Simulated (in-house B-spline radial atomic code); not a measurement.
**F3+: [He] 2s2 2p1 6g1 (an excited or competing configuration)**

Computed with a B-spline radial code for spherical atoms: Dirac-Hartree-Fock, average of configuration, Fermi nucleus of rms radius 2.8976 fm.

Z_r = [3n² - l(l+1)]/(2<r>); Z_e = n√(-2ε); the last column is Slater's effective charge. Values are occupation-weighted means over j.

| shell | electrons | ε (eV) | <r> (bohr) | Z_r | Z_e | Slater |
| --- | --- | --- | --- | --- | --- | --- |
| 1s | 2 | -829.83 | 0.1746 | 8.59 | 7.81 | 8.70 |
| 2s | 2 | -124.16 | 0.8418 | 7.13 | 6.04 | 6.60 |
| 2p | 1 | -111.71 | 0.7652 | 6.53 | 5.73 | 6.60 |
| 6g | 1 | -6.0473 | 11 | 4.00 | 4.00 | - |

The least bound orbital is 6g9/2 at -6.047 eV, and it is also the most diffuse (<r> = 11 bohr).

Spin-orbit splittings of the orbital energies (j = l + 1/2 above j = l - 1/2 when positive): 2p 0.1062 eV, 6g 4.293e-05 eV.

For the 1s electron the small component carries 0.0999 % of the norm, the zero-frequency Breit interaction raises the level by 0.257 eV, self-energy by 0.09946 eV, and vacuum polarisation lowers it by 0.005099 eV.
